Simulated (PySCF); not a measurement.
C₆H₁₀FNO.
Geometry (GFN2-xTB, Å), atoms numbered from 1 in this order:
```
atom  x, y, z in Å
C1    -3.0135    0.6635   -0.7033
N2    -1.7716    0.3753   -0.0310
C3    -1.0471   -0.7236   -0.2930
O4    -1.3410   -1.5623   -1.1186
C5     0.2527   -0.8404    0.5119
F6     0.2616    0.0555    1.5654
C7     1.4292   -0.5982   -0.4121
C8     1.9490    0.7919   -0.6155
C9     2.7619   -0.2087    0.1495
H10   -2.9530    1.6199   -1.2248
H11   -3.8402    0.6936    0.0084
H12   -3.1865   -0.1332   -1.4249
H13   -1.4615    1.0133    0.6853
H14    0.3076   -1.8430    0.9553
H15    1.3989   -1.2659   -1.2630
H16    1.4874    1.5925   -0.0577
H17    2.2706    1.0782   -1.6047
H18    3.6491   -0.6181   -0.3079
H19    2.8364   -0.0810    1.2187
```

ESP-fitted charges (e) from the PBE0/pcSseg-1 density (PySCF), one withheld:

```csv
atom,bonded to,charge
C1,N2 H10 H11 H12,-0.1926
N2,C1 C3 H13,-0.3418
C3,N2 O4 C5,+0.5965
O4,C3,?
C5,C3 F6 C7 H14,-0.4362
F6,C5,-0.1155
C7,C5 C8 C9 H15,+0.0442
C8,C7 C9 H16 H17,-0.2935
C9,C8 C7 H18 H19,-0.3449
H10,C1,+0.0938
H11,C1,+0.0953
H12,C1,+0.1321
H13,N2,+0.3028
H14,C5,+0.2513
H15,C7,+0.1380
H16,C8,+0.1380
H17,C8,+0.1458
H18,C9,+0.1459
H19,C9,+0.1769
```

Q: What is the charge on O4?

A: The charges add up to the total charge, 0. The others sum to +0.5361, which leaves -0.5361 e for O4 (amide oxygen); the computed value is -0.5360, the difference coming from rounding.

Q: Add each hydrogen's charge to the atom that carries it.

A: C1 +0.1286, N2 -0.0390, C5 -0.1849, C7 +0.1822, C8 -0.0097, C9 -0.0221. Atoms without hydrogen keep their charges.

Q: Across which bond do the charges differ most?

A: C3–O4: +0.5965 on C3 against -0.5360 on O4, a difference of 1.1325 e. The lower charge is on the more electronegative element of the two (Pauling values: O 3.44, C 2.55).

Q: Take the bonds between elements whose Pauling electronegativities differ by more than 0.25. In how many does the more electronegative atom carry the lower charge?

A: In 13 of 14; it doesn't in C5–F6.

Q: How much positive and how much negative charge does this set hold in all?

A: +2.2606 e on 12 atoms and -2.2605 e on 7.

The ESP scheme fits charges at the nuclei, held to the total charge, to the electrostatic potential on points at 1.4 to 2.0 times the van der Waals radii. Geometry: GFN2-xTB, one conformer, isolated molecule.

These values come from a run that also computed NMR shieldings. Time: 27 s wall; peak memory 0.92 GiB. Hardware: one thread of an Arm Neoverse V2, on a shared host.
